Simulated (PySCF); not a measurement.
Task: What does the PBE0-D3(BJ)/def2-SVP structure of `[SiH3][GeH2][PH2]` look like in three dimensions?

Result: 
```xyz
10
GeH7PSi angstrom
Si     1.626    0.698    0.075
Ge    -0.172   -0.822   -0.299
P     -2.154    0.409   -0.337
H      2.936   -0.022    0.092
H      1.648    1.729   -1.005
H      1.432    1.380    1.392
H     -0.184   -1.924    0.783
H     -0.021   -1.494   -1.678
H     -2.993   -0.722   -0.092
H     -2.069    0.749    1.049
```

Any rigid rotation of these coordinates is as good. Atoms count from 1 in this order. Si1 (SiH3 silicon) is tetrahedral (angles from 108.9° to 110.8°). Ge2 (germanium bonded to P, Si and 2 H) is tetrahedral (angles from 107.4° to 112.4°). P3 (three-coordinate phosphorus) is pyramidal (angles 94.5°, 93.4° and 93.2°, sum 281.1°, 0.87 Å off the plane of its three neighbours).

Bonds between heavy atoms (Å): Si1–Ge2 2.384, Ge2–P3 2.334.

Method: PBE0-D3(BJ)/def2-SVP geometry optimisation, gas phase (PySCF 2.14.0).

PBE0-D3(BJ)/def2-SVP frequencies: not computed here. One conformer, not necessarily the lowest (Si1–Ge2–P3–H -161° and -67°).

The run took 16 s on AMD EPYC 9B45, one thread, shared host with 96 logical CPUs at a one-minute load of 28, and the process peaked at 0.43 GiB of memory. That covers the optimisation of the geometry.
